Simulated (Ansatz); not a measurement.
`Cl[CH2][SnH3]` + `[SiH3]/N=C\[SiH2][SiH3]` → `[SiH3]/N=[CH]\[SnH3]` + `[SiH3][SiH2]CCl`  (redistribution)

Gas-phase electronic energies from Ansatz, PBE0-D4/def2-TZVP geometries. CBS: MP2 limit from def2 TZ/QZ plus the TZ coupled-cluster correction, frozen cores. Double bonds are as drawn, so ΔE can hold a change between cis and trans. DFT in def2-TZVPP. Elements past krypton have def2 core potentials. For Sn outer-core shells are correlated without core-valence functions, which leaves a few kJ/mol of doubt a bond. One conformer a species, not always the lowest.

```
         level  ΔE (kcal/mol)
        PBE-D4           -1.5
       PBE0-D4           -1.3
          PBE0           -1.8
MP2/def2-QZVPP           -1.2
```

(1) What does CCSD(T)/CBS give? (Best estimate.)

Largest T1 diagnostic among the species: 0.015.

Results:

(1) The calculation gave: -1.3 kcal/mol. The listed levels differ from it by -0.2, 0.0, -0.5, 0.1 kcal/mol.
